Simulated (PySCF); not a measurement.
H3NbO3, SMILES [OH][Nb]([OH])[OH] (connectivity only; charge and spin as stated), neutral, multiplicity 3.

Geometry: B3LYP-D3(BJ)/def2-SVP. The multiplicity is an assumed one; other spin states were not compared. The def2 effective core potentials stand for the cores of Nb; spin–orbit coupling is left out. The values are those of a single conformer.

Computed with TDA-PBE/def2-SVPD in PySCF.

Vertical excitations. The molecule is in vacuum.

Estimate the UV-visible absorptions. (Estimate from the structure and the level; the computed values follow.)


```tsv
state	energy (eV)	λ (nm)	f	main pairs
root 1	1.08	1149	0.001	α HOMO→LUMO 99 %
root 2	1.90	653	0.000	α HOMO−1→LUMO 94 %
root 3	2.22	560	0.002	α HOMO→LUMO+2 99 %
root 4	2.31	536	0.000	α HOMO→LUMO+1 94 %
root 5	2.61	475	0.000	α HOMO→LUMO+3 99 %
root 6	2.96	419	0.005	α HOMO→LUMO+4 99 %
root 7	3.22	384	0.000	α HOMO→LUMO+5 100 %
root 8	3.28	379	0.000	α HOMO−1→LUMO+1 99 %
root 9	3.36	369	0.010	α HOMO−1→LUMO+2 94 %
root 10	3.41	364	0.013	α HOMO→LUMO+6 99 %
```
Unrestricted roots are not spin-pure.
